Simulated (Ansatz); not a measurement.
`[F][In]([Cl])[SeH]` at its PBE0-D4/def2-TZVP geometry, where that method's forces vanish. Total charge 0; spin multiplicity 1. In takes the def2 core potential.

```
atom    x (Å)    y (Å)    z (Å)
  F1  -0.2315  -1.8795  -0.7618
 In2   0.4128  -0.3451   0.2320
 Cl3   2.2251  -0.7854   1.5777
 Se4  -0.7379   1.8182  -0.0483
  H5  -1.6685   1.1918  -0.9996
```

Question: For each bond, give half the difference of the two atoms' forces along it (eV/Å; positive pushes the atoms apart) under PBE-D4, r2SCAN-D4, B3LYP-D4, ωB97M-V in def2-TZVPP. (Estimate.)

Answer: Ansatz gave: 
```
   bond  length (Å)  PBE-D4  r2SCAN-D4  B3LYP-D4  ωB97M-V
 F1–In2       1.938    0.42       0.06      0.21     0.05
In2–Cl3       2.300    0.14       0.06      0.18     0.00
In2–Se4       2.466    0.05      -0.01      0.08    -0.12
 Se4–H5       1.471    0.27      -0.01      0.04    -0.11
```

B3LYP here is the variant with VWN-RPA as its local correlation; programs differ in this.
